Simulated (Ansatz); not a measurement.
`c1cc2ccc3ccc4cncc(c2c1)c34` with charge +1, relaxed as a doublet with UKS r2SCAN-D4/def2-SVP in Ansatz, starting from the r2SCAN-D4/def2-SVP geometry of the neutral singlet. Force threshold 0.03 eV/Å.

Start:

Cartesian coordinates in Å:
```
C -0.4990 1.6674 -3.2746
C -1.6646 1.4999 -2.5453
C -1.3318 0.8512 -1.3167
C -2.2707 0.5339 -0.3504
C -2.1066 -0.0995 0.9052
C -0.9281 -0.5589 1.4636
C -0.8190 -1.2088 2.7687
C 0.4845 -1.5347 3.0094
C 1.2842 -1.1097 1.8638
C 2.6366 -1.1950 1.5893
N 3.1577 -0.7186 0.4316
C 2.3510 -0.1626 -0.4476
C 0.9263 -0.0046 -0.2987
C 0.1538 0.6216 -1.3337
C 0.6095 1.1347 -2.5411
C 0.4088 -0.5063 0.9094
H -0.4227 2.1332 -4.2597
H -2.6727 1.8006 -2.8328
H -3.3001 0.8197 -0.5993
H -3.0174 -0.2399 1.4982
H -1.6705 -1.3904 3.4269
H 0.8805 -2.0287 3.8984
H 3.3438 -1.6498 2.2941
H 2.8257 0.2046 -1.3654
H 1.6409 1.1408 -2.8932
```

Q: Estimate the energy that the relaxation releases and the steps that it takes.

A: 0.15 eV, in 5 steps; 27 s on 6 threads of Intel Xeon 6975P-C on a shared host. No frequencies were taken in this run, so the end may be a saddle point.

Q: Does the start keep its bonding and symmetry?

A: By distances, no bond broke or formed. The bond that changes most is C14–C15, from 1.39 to 1.45 Å (atoms count from 1). Point group Cs at the start, Cs at the end, both within 0.05 Å.

Q: Predict the relaxed structure.

A: 
```xyz
25

C    -0.463    1.670   -3.292
C    -1.637    1.497   -2.546
C    -1.309    0.836   -1.291
C    -2.269    0.526   -0.333
C    -2.120   -0.105    0.922
C    -0.942   -0.567    1.485
C    -0.826   -1.216    2.784
C     0.482   -1.536    3.013
C     1.272   -1.105    1.858
C     2.628   -1.184    1.571
N     3.145   -0.705    0.410
C     2.344   -0.152   -0.465
C     0.907   -0.003   -0.295
C     0.125    0.612   -1.306
C     0.610    1.144   -2.563
C     0.395   -0.507    0.916
H    -0.392    2.135   -4.276
H    -2.645    1.800   -2.837
H    -3.293    0.817   -0.593
H    -3.037   -0.241    1.506
H    -1.669   -1.404    3.449
H     0.887   -2.029    3.898
H     3.342   -1.637    2.269
H     2.815    0.216   -1.383
H     1.647    1.140   -2.899
```
Bond lengths: 17 × C–C 1.37 to 1.46 Å; 2 × C–N 1.31 to 1.36 Å; 9 × C–H 1.09 to 1.10 Å.
